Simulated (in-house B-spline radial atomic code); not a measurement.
V4+: [Ar] 3d1

Method: non-relativistic TPSSh, spin-polarised, spherical fractional occupations, exact exchange averaged over the configuration, point nucleus. Calculated with a B-spline radial code for spherical atoms.

Effective charges: Z_r = [3n² - l(l+1)]/(2<r>) from the radius, Z_e = n√(-2ε) from the energy, and Slater's rules. Values are occupation-weighted means over spin.

| shell | electrons | ε (eV) | <r> (bohr) | Z_r | Z_e | Slater |
| --- | --- | --- | --- | --- | --- | --- |
| 1s | 2 | -5408.5 | 0.067 | 22.39 | 19.94 | 22.70 |
| 2s | 2 | -660.26 | 0.3103 | 19.34 | 13.93 | 18.85 |
| 2p | 6 | -564.39 | 0.2749 | 18.19 | 12.88 | 18.85 |
| 3s | 2 | -124.83 | 0.9282 | 14.54 | 9.09 | 11.75 |
| 3p | 6 | -97.773 | 0.971 | 12.87 | 8.04 | 11.75 |
| 3d | 1 | -56.9 | 1.073 | 9.79 | 6.14 | 5.00 |

The least bound orbital is 3d up at -56.9 eV, and it is also the most diffuse (<r> = 1.073 bohr).
